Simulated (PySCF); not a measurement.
Computed shifts of a molecule C3H6FNSi, PySCF with KT2/pcSseg-1, GIAO, gas phase, atoms alike by connectivity averaged where their shifts nearly agree, in ppm (number of nuclei): ¹³C: 76.6 (1), 75.3 (1), 39.0 (1). ¹⁵N: 36.3 (1). ²⁹Si: -5.3 (1). ¹⁹F: -252.4 (1). ¹H: 5.45 (1), 4.72 (1), 3.88 (1), 2.77 (1), 1.20 (1), 0.00 (1). References: ¹³C against TMS (σ = 185.1 ppm); ¹⁵N against NH3 (σ = 266.2 ppm); ²⁹Si against TMS (σ = 361.9 ppm); ¹⁹F against CFCl3 (σ = 127.1 ppm); ¹H against TMS (σ = 31.47 ppm), references at their B3LYP-D3(BJ)/def2-TZVP geometries, non-relativistic. Geometry optimised at ωB97X-D3(BJ)/def2-SVP. One conformer was computed; it need not be the lowest.

Q: Identify the compound among the candidates.
(A) C#C[C@H](N)[SiH2]F
(B) F[C@H]1C[SiH2]C=N1
(C) F[Si@@H]1C=NCC1
(D) C=C/C=N/[SiH2]F

A: A, C#C[C@H](N)[SiH2]F
